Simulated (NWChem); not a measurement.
System: BN₂H₄Cl; SMILES NB(N)Cl

NWChem input:

```
start job
memory heap 200 mb stack 900 mb global 1100 mb
geometry units angstroms noautoz
  B      0.000000     0.000000     0.436396
  Cl     0.000000     0.000000    -1.369175
  N      0.000000    -1.254428     1.093098
  H      0.000000    -1.365537     2.105284
  H      0.000000    -2.129269     0.574356
  N      0.000000     1.254428     1.093098
  H      0.000000     1.365537     2.105284
  H      0.000000     2.129269     0.574356
end
basis spherical
  B library def2-svp
  Cl library def2-svp
  N library def2-svp
  H library def2-svp
end
dft
  xc xpbe96 cpbe96
  iterations 150
  mulliken
end
task dft energy
```

Parts of the log:

```
             Northwest Computational Chemistry Package (NWChem) 7.3.0
             --------------------------------------------------------

 C2V symmetry detected

                             Geometry "geometry" -> ""
                             -------------------------

 Output coordinates in angstroms (scale by  1.889725989 to convert to a.u.)

  No.       Tag          Charge          X              Y              Z
 ---- ---------------- ---------- -------------- -------------- --------------
    1 B                    5.0000     0.00000000     0.00000000     0.44717958
    2 Cl                  17.0000     0.00000000     0.00000000    -1.35839143
    3 N                    7.0000     0.00000000    -1.25442800     1.10388158
    4 H                    1.0000     0.00000000    -1.36553700     2.11606758
    5 H                    1.0000     0.00000000    -2.12926900     0.58513958
    6 N                    7.0000     0.00000000     1.25442800     1.10388158
    7 H                    1.0000     0.00000000     1.36553700     2.11606758
    8 H                    1.0000     0.00000000     2.12926900     0.58513958

 Effective nuclear repulsion energy (a.u.)     143.5542946994

      Symmetry information
      --------------------

 Group name             C2v
 Group number             16
 Group order               4
 No. of unique centers     5

  pbe96 is a nonlocal functional; adding pw91lda local functional.

                                 NWChem DFT Module
                                 -----------------

 Summary of "ao basis" -> "ao basis" (spherical)
 ------------------------------------------------------------------------------
       Tag                 Description            Shells   Functions and Types
 ---------------- ------------------------------  ------  ---------------------
 B                          def2-svp                 6       14   3s2p1d
 Cl                         def2-svp                 8       18   4s3p1d
 N                          def2-svp                 6       14   3s2p1d
 H                          def2-svp                 3        5   2s1p

      Symmetry analysis of basis
      --------------------------

        a1         34
        a2          8
        b1         13
        b2         25

            General Information
            -------------------
          SCF calculation type: DFT
          Wavefunction type:  closed shell.
          No. of atoms     :     8
          No. of electrons :    40
           Alpha electrons :    20
            Beta electrons :    20
          Charge           :     0
          Spin multiplicity:     1
          Use of symmetry is: on ; symmetry adaption is: on
          Maximum number of iterations: 150
          AO basis - number of functions:    80
                     number of shells:    38
          Convergence on energy requested:  1.00D-06
          Convergence on density requested:  1.00D-05
          Convergence on gradient requested:  5.00D-04

              XC Information
              --------------
          PerdewBurkeErnzerhof Exchange Functional  1.000
            Perdew 1991 LDA Correlation Functional  1.000 local
           PerdewBurkeErnz. Correlation Functional  1.000 non-local

             Grid Information
             ----------------
          Grid used for XC integration:  medium
          Radial quadrature: Mura-Knowles
          Angular quadrature: Lebedev.
          Tag              B.-S. Rad. Rad. Pts. Rad. Cut. Ang. Pts.
          ---              ---------- --------- --------- ---------
          B                   0.85       49           8.0       434
          Cl                  1.00       88          10.0       590
          N                   0.65       49          10.0       434
          H                   0.35       45          11.0       434
          Grid pruning is: on
          Number of quadrature shells:   276
          Spatial weights used:  Erf1

      Superposition of Atomic Density Guess
      -------------------------------------

 Sum of atomic energies:        -594.31299308

      Non-variational initial energy
      ------------------------------

 Total energy =    -596.146915
 1-e energy   =   -1101.373973
 2-e energy   =     361.672764
 HOMO         =      -0.338266
 LUMO         =       0.080505

      Symmetry analysis of molecular orbitals - initial
      -------------------------------------------------

  Numbering of irreducible representations:

     1 a1          2 a2          3 b1          4 b2

  Orbital symmetries:

     1 a1          2 a1          3 b2          4 a1          5 a1
     6 b2          7 b1          8 a1          9 a1         10 b2
    11 a1         12 a1         13 a1         14 b2         15 b2
    16 a1         17 b1         18 b2         19 b1         20 a2
    21 a1         22 b1         23 b2         24 a1         25 b2
    26 a1         27 a1         28 a1         29 b2         30 b1

     ---------------------------------------------
      Total Density - Mulliken Population Analysis
     ---------------------------------------------

    Atom       Charge   Shell Charges
 -----------   ------   -------------------------------------------------------
    1 B    5     4.61   1.99  0.81  0.11  1.21  0.34  0.15
    2 Cl  17    17.33   2.00  1.99  1.22  0.71  5.94  2.17  3.30  0.01
    3 N    7     7.53   1.99  1.02  0.37  2.61  1.54  0.01
    4 H    1     0.75   0.59  0.12  0.05
    5 H    1     0.75   0.59  0.12  0.05
    6 N    7     7.53   1.99  1.02  0.37  2.61  1.54  0.01
    7 H    1     0.75   0.59  0.12  0.05
    8 H    1     0.75   0.59  0.12  0.05

   convergence    iter        energy       DeltaE   RMS-Dens  Diis-err
 ---------------- ----- ----------------- --------- --------- ---------
 d= 0,ls=0.0,diis     1   -596.4184978179 -7.40D+02  1.23D-02  6.17D-01
 d= 0,ls=0.0,diis     2   -596.4053431463  1.32D-02  7.15D-03  7.15D-01
 d= 0,ls=0.0,diis     3   -596.4777685814 -7.24D-02  1.92D-03  7.20D-02
 d= 0,ls=0.0,diis     4   -596.4856194300 -7.85D-03  6.97D-04  2.33D-03
 d= 0,ls=0.0,diis     5   -596.4859349509 -3.16D-04  1.62D-04  2.61D-04
  Resetting Diis
 d= 0,ls=0.0,diis     6   -596.4859677257 -3.28D-05  3.99D-05  9.64D-06
 d= 0,ls=0.0,diis     7   -596.4859690189 -1.29D-06  1.33D-05  3.59D-07
 d= 0,ls=0.0,diis     8   -596.4859689869  3.20D-08  7.53D-06  5.80D-07

         Total DFT energy =     -596.485968986930
      One electron energy =    -1105.656393396324
           Coulomb energy =      412.929607026394
    Exchange-Corr. energy =      -47.313477316359
 Nuclear repulsion energy =      143.554294699360

 Numeric. integr. density =       40.000003936318

                  Occupations of the irreducible representations
                  ----------------------------------------------

                     irrep           alpha         beta
                     --------     --------     --------
                     a1               10.0         10.0
                     a2                1.0          1.0
                     b1                3.0          3.0
                     b2                6.0          6.0

                       DFT Final Molecular Orbital Analysis
                       ------------------------------------

 Vector   18  Occ=2.000000D+00  E=-2.475503D-01  Symmetry=b2
              MO Center= -3.7D-16, -1.1D-16, -1.2D+00, r^2= 1.5D+00
   Bfn.  Coefficient  Atom+Function         Bfn.  Coefficient  Atom+Function
  ----- ------------  ---------------      ----- ------------  ---------------
    26      0.626199  2 Cl py                23      0.469194  2 Cl py
    20      0.273724  2 Cl py                35      0.120592  3 N  s
    59     -0.120592  6 N  s                  8      0.090391  1 B  py
    38      0.069690  3 N  pz                62     -0.069690  6 N  pz
    47     -0.061627  4 H  s                 71      0.061627  7 H  s

 Vector   19  Occ=2.000000D+00  E=-2.329036D-01  Symmetry=b1
              MO Center= -5.2D-17,  1.2D-14, -3.8D-01, r^2= 3.0D+00
   Bfn.  Coefficient  Atom+Function         Bfn.  Coefficient  Atom+Function
  ----- ------------  ---------------      ----- ------------  ---------------
    25      0.529491  2 Cl px                22      0.379953  2 Cl px
    36      0.257062  3 N  px                60      0.257062  6 N  px
    19      0.222056  2 Cl px                39     -0.203047  3 N  px
    63     -0.203047  6 N  px                 4      0.111571  1 B  px
     7     -0.038495  1 B  px                13      0.029587  1 B  d  1

 Vector   20  Occ=2.000000D+00  E=-2.018028D-01  Symmetry=a2
              MO Center=  1.5D-15, -1.1D-14,  1.1D+00, r^2= 2.4D+00
   Bfn.  Coefficient  Atom+Function         Bfn.  Coefficient  Atom+Function
  ----- ------------  ---------------      ----- ------------  ---------------
    36      0.431670  3 N  px                60     -0.431670  6 N  px
    39     -0.365060  3 N  px                63      0.365060  6 N  px
    10      0.038466  1 B  d -2

 Vector   21  Occ=0.000000D+00  E= 2.562323D-02  Symmetry=a1
              MO Center=  4.1D-15,  9.3D-15,  1.7D+00, r^2= 5.9D+00
   Bfn.  Coefficient  Atom+Function         Bfn.  Coefficient  Atom+Function
  ----- ------------  ---------------      ----- ------------  ---------------
    35      0.963672  3 N  s                 59      0.963672  6 N  s
    48     -0.762768  4 H  s                 72     -0.762768  7 H  s
    53     -0.482739  5 H  s                 77     -0.482739  8 H  s
     3     -0.430271  1 B  s                 34      0.184969  3 N  s
    58      0.184969  6 N  s                 27      0.157595  2 Cl pz

 Vector   22  Occ=0.000000D+00  E= 5.315125D-02  Symmetry=b1
              MO Center= -1.2D-14, -2.4D-15,  4.3D-01, r^2= 2.4D+00
   Bfn.  Coefficient  Atom+Function         Bfn.  Coefficient  Atom+Function
  ----- ------------  ---------------      ----- ------------  ---------------
     7     -0.642852  1 B  px                 4      0.634202  1 B  px
    39      0.357745  3 N  px                63      0.357745  6 N  px
    25      0.296636  2 Cl px                36     -0.281785  3 N  px
    60     -0.281785  6 N  px                22      0.151354  2 Cl px
    31      0.089846  2 Cl d  1              19      0.085120  2 Cl px

 Vector   23  Occ=0.000000D+00  E= 6.301807D-02  Symmetry=b2
              MO Center= -1.5D-16, -1.0D-14,  1.4D+00, r^2= 7.2D+00
   Bfn.  Coefficient  Atom+Function         Bfn.  Coefficient  Atom+Function
  ----- ------------  ---------------      ----- ------------  ---------------
    35      0.981298  3 N  s                 59     -0.981298  6 N  s
    48     -0.811655  4 H  s                 72      0.811655  7 H  s
    53     -0.719872  5 H  s                 77      0.719872  8 H  s
    40     -0.234292  3 N  py                64     -0.234292  6 N  py
    34      0.168438  3 N  s                 58     -0.168438  6 N  s

     ---------------------------------------------
      Total Density - Mulliken Population Analysis
     ---------------------------------------------

    Atom       Charge   Shell Charges
 -----------   ------   -------------------------------------------------------
    1 B    5     5.15   1.98  0.79  0.07  1.65  0.49  0.15
    2 Cl  17    17.17   2.00  1.98  1.27  0.67  5.93  2.17  3.14  0.02
    3 N    7     7.08   1.99  0.97  0.33  2.50  1.29  0.01
    4 H    1     0.89   0.72  0.12  0.05
    5 H    1     0.87   0.71  0.12  0.05
    6 N    7     7.08   1.99  0.97  0.33  2.50  1.29  0.01
    7 H    1     0.89   0.72  0.12  0.05
    8 H    1     0.87   0.71  0.12  0.05

     -------------------------------------------
      Total Density - Lowdin Population Analysis
     -------------------------------------------

    Atom       Charge   Shell Charges
 -----------   ------   -------------------------------------------------------
    1 B    5     5.40   1.96  0.51  0.23  1.52  0.81  0.37
    2 Cl  17    16.91   2.00  1.95  1.02  0.74  5.82  2.27  3.08  0.02
    3 N    7     7.01   1.97  0.67  0.40  2.26  1.69  0.03
    4 H    1     0.92   0.59  0.21  0.12
    5 H    1     0.92   0.59  0.21  0.12
    6 N    7     7.01   1.97  0.67  0.40  2.26  1.69  0.03
    7 H    1     0.92   0.59  0.21  0.12
    8 H    1     0.92   0.59  0.21  0.12

     Multipole analysis of the density
     ---------------------------------

     L   x y z        total         alpha         beta         nuclear
     -   - - -        -----         -----         ----         -------
     0   0 0 0     -0.000000    -20.000000    -20.000000     40.000000

     1   1 0 0     -0.000000     -0.000000     -0.000000      0.000000
     1   0 1 0     -0.000000     -0.000000     -0.000000      0.000000
     1   0 0 1      1.127096      0.563548      0.563548      0.000000

     2   2 0 0    -24.535059    -12.267529    -12.267529      0.000000
     2   1 1 0     -0.000000     -0.000000     -0.000000      0.000000
     2   1 0 1      0.000000      0.000000      0.000000      0.000000
     2   0 2 0    -17.630071    -71.000139    -71.000139    124.370207
     2   0 1 1     -0.000000     -0.000000     -0.000000     -0.000000
     2   0 0 2    -19.678925   -115.308589   -115.308589    210.938253
```

Level: PBE/def2-SVP. Coordinates come from a PBE-D3(BJ)/def2-SVP optimisation.
